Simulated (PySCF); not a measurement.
H7N4Ta, SMILES [NH]=[Ta]([NH2])([NH2])[NH2], multiplicity 1. Coordinates come from a B3LYP-D3(BJ)/def2-SVP optimisation. The multiplicity is an assumed one; other spin states were not compared. The def2 effective core potentials stand for the cores of Ta; spin–orbit coupling is left out. The values are those of a single conformer.

Computed equilibrium geometry at B3LYP-D3(BJ)/def2-SVP (PySCF confirms it by a frequency run) as bond lengths and angles, and its point group (one conformer of several):
point group C3.
Atoms: Ta1 N2 H3 N4 H5 H6 N7 H8 H9 N10 H11 H12. Bonded distances (Å): Ta1–N2 1.785, Ta1–N4 2.010, Ta1–N7 2.010, Ta1–N10 2.010, N2–H3 1.013, N4–H5 1.018, N4–H6 1.019, N7–H8 1.019, N7–H9 1.018, N10–H11 1.018, N10–H12 1.019. Bond angles (°): N2–Ta1–N4 109.1, N2–Ta1–N7 109.1, N2–Ta1–N10 109.1, N4–Ta1–N7 109.8, N4–Ta1–N10 109.8, N7–Ta1–N10 109.8, Ta1–N2–H3 180.0, Ta1–N4–H5 126.3, Ta1–N4–H6 123.7, H5–N4–H6 108.9, Ta1–N7–H8 123.7, Ta1–N7–H9 126.3, H8–N7–H9 108.9, Ta1–N10–H11 126.3, Ta1–N10–H12 123.7, H11–N10–H12 108.9.
Charge 0, spin multiplicity 1.
